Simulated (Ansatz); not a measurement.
Input for Ansatz (development build ahead of 0.2.0):

```yaml
crystal:
  periodic: [false, false, false]
  atoms:
    - { symbol: H, position_ang: [-0.55, -0.95263, 0.0] }
    - { symbol: H, position_ang: [1.1, 0.0, 0.0] }
    - { symbol: H, position_ang: [-0.55, 0.95263, 0.0] }
    - { symbol: H, position_ang: [0.55, 0.95263, 0.0] }
    - { symbol: H, position_ang: [0.55, -0.95263, 0.0] }
    - { symbol: H, position_ang: [-1.1, 0.0, 0.0] }
basis:
  gaussian: { orbitals: aug-cc-pVDZ }
hamiltonian:
  xc: hf
correlation:
  method: mp2
  frozen_orbitals: { H: 0 }
output:
  forces: true
```

The input is written out in the form of the current development build from the run's settings.

Output:

```
Converged          : yes
Reference energy   : -3.23376 hartree
Correlation energy : -0.11657 hartree
Total energy       : -3.35033 hartree
```

Forces (eV/Å):
```csv
atom,Fx,Fy,Fz
H1,0.588,1.018,0.000
H2,-1.175,0.000,0.000
H3,0.588,-1.018,0.000
H4,-0.588,-1.018,0.000
H5,-0.588,1.018,0.000
H6,1.175,0.000,0.000
```

Caution: bonds are stretched, where a single reference can fail; stretched shape with no unrestricted run beside it, a lower state can exist.
